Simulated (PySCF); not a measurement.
Problem. What does the GFN2-xTB structure of InChI=1S/C5H7FO2/c1-5(2-3-6)8-4-7/h2,4H,3H2,1H3/b5-2- look like in three dimensions?

Solution. 
```xyz
15
C5H7FO2 angstrom
C     -1.900   -0.879   -0.534
C     -0.570   -0.245   -0.284
C      0.546   -0.909   -0.001
C      1.907   -0.317    0.193
F      2.112    0.774   -0.623
O     -0.622    1.140   -0.437
C     -0.114    1.930    0.498
O      0.314    1.604    1.564
H     -1.821   -1.961   -0.524
H     -2.283   -0.551   -1.499
H     -2.609   -0.563    0.230
H      0.494   -1.982    0.094
H      2.685   -1.044   -0.063
H      2.042    0.040    1.222
H     -0.185    2.971    0.143
```

Any rigid rotation of these coordinates is as good. Atoms count from 1 in this order. The C–C distances run from 1.329 Å (C2=C3, drawn double) to 1.497 Å (C3–C4, drawn single), a spread of 0.168 Å. The 3 C–O bonds span 1.195 Å (C7=O8, drawn double) to 1.395 Å (C2–O6, drawn single), a spread of 0.200 Å. Of the pairs four or more bonds apart, O8···H14 is among the closest relative to their van der Waals radii: 2.36 Å, 87 % of the sum of Bondi's values.

Bonds between heavy atoms (Å): C1–C2 1.494, C2=C3 1.329, C3–C4 1.497, C4–F5 1.377, C2–O6 1.395, O6–C7 1.325, C7=O8 1.195.

Computed geometry: GFN2-xTB, gas phase.

Point group: C1 (no symmetry element, even within 0.4 Å). No frequency check. The numbers are those of one conformer (C2–C3–C4–F5 -34°, C1–C2–O6–C7 131°, C2–O6–C7–O8 -7°).
